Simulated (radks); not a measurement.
The numbers below are computed, except where a source is named.
Task: The mean radii <r> (bohr) of the occupied orbitals of an atom or ion are listed with their occupations. Level of theory: scalar-relativistic Kohn-Sham, PBE, spin-polarised, spherical densities, point nucleus (a radial shooting solver on a logarithmic mesh with Libxc functionals).

orbital  occ.      <r>
1s down     1  0.03517
1s up       1  0.03517
2s up       1   0.1537
2s down     1   0.1537
2p up       3   0.1340
2p down     3   0.1339
3s up       1   0.4289
3s down     1   0.4289
3p up       3   0.4306
3p down     3   0.4306
3d up       5   0.4153
3d down     5   0.4152
4s up       1    1.113
4s down     1    1.107
4p up       3    1.248
4p down     3    1.240
4d up       5    2.094
4d down     1    2.473

Name the element and its charge. Open shells, if any, are filled with parallel spins first.

Result: Z = 42, molybdenum, charge 0: Mo in [Kr] 4d6. The 1s radius gives Z: for a bare nucleus <r> = (2 gamma + 1)/(2Z) with gamma = sqrt(1 - (Z/c)^2), 0.03457 bohr for Z = 42, and screening makes it slightly larger (0.03517 here). The occupations add up to 42, and the charge is Z minus that.
